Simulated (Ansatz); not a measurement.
Relaxation of AlCl3F2H3OTa (11 atoms, charge 0, multiplicity 1), to a largest force component of 0.03 eV/Å in at most 50 steps.

Level of theory: Ansatz, RKS PBE/def2-SVP.

```xyz
11
Properties=species:S:1:pos:R:3:forces:R:3
Ta -0.262 -0.286 0.138 0.96 -1.74 0.55
F 2.828 -0.107 0.591 0.03 0.37 -0.09
Cl 0.175 1.027 1.962 -0.01 0.00 -0.03
Cl 0.785 0.255 -1.820 -0.01 0.00 0.02
F -1.851 0.662 -0.274 0.03 0.02 0.01
Cl -2.056 -2.058 0.082 0.00 0.04 -0.01
O 0.675 -1.916 0.670 -0.74 1.77 -0.51
Al -0.239 -3.493 0.812 -0.04 -0.02 -0.01
H 0.037 -4.510 -0.385 0.02 0.02 0.01
H -0.590 -3.910 2.311 0.03 0.01 -0.01
H 2.674 -1.001 0.809 -0.25 -0.47 0.08
```

Task: Where does it end, and by what steps?

Result: The forces met the threshold. The force dipped under the threshold on the way, but the program's further checks kept it going. After 28 steps the energy has fallen by 0.537 eV; Cl6 moved furthest, 1.42 Å. Joined: Ta1–F2 (3.13 → 2.40 Å).

```csv
step,energy less start (eV),largest force component (eV/Å),accepted
0,0.0000,1.769,yes
1,-0.1181,0.309,yes
2,-0.1498,0.394,yes
3,-0.1591,0.155,yes
4,-0.1608,0.056,yes
5,-0.1626,0.097,yes
6,-0.1659,0.097,yes
7,-0.1701,0.506,yes
8,-0.1780,0.444,yes
9,-0.1869,0.164,yes
10,-0.1886,0.075,yes
11,-0.1899,0.034,yes
12,-0.1916,0.034,yes
13,-0.1920,0.020,yes
14,-0.1924,0.024,yes
15,-0.1968,0.300,yes
16,-0.2056,0.239,yes
17,-0.2423,0.338,yes
18,-0.3038,0.448,yes
19,-0.3848,0.429,yes
20,-0.4529,0.692,yes
21,-0.4974,0.333,yes
22,-0.5177,0.246,yes
23,-0.5282,0.174,yes
24,-0.5330,0.077,yes
25,-0.5351,0.051,yes
26,-0.5356,0.047,yes
27,-0.5356,0.099,no
28,-0.5365,0.018,yes
```

```xyz
11
Properties=species:S:1:pos:R:3
Ta -0.062 -0.183 0.350
F 2.203 -0.826 -0.113
Cl 0.868 1.517 1.597
Cl 0.255 0.702 -1.780
F -1.813 0.227 0.838
Cl -1.123 -2.207 -0.978
O 0.435 -1.670 1.358
Al -0.244 -3.351 0.864
H 0.980 -4.243 0.356
H -1.425 -3.820 1.819
H 2.102 -1.481 0.586
```

Whether the end is a true minimum wasn't checked by a vibrational analysis.

Time of the run: 2.7 min on 4 threads of Arm Neoverse N1, on a shared host, peak memory 0.27 GiB.
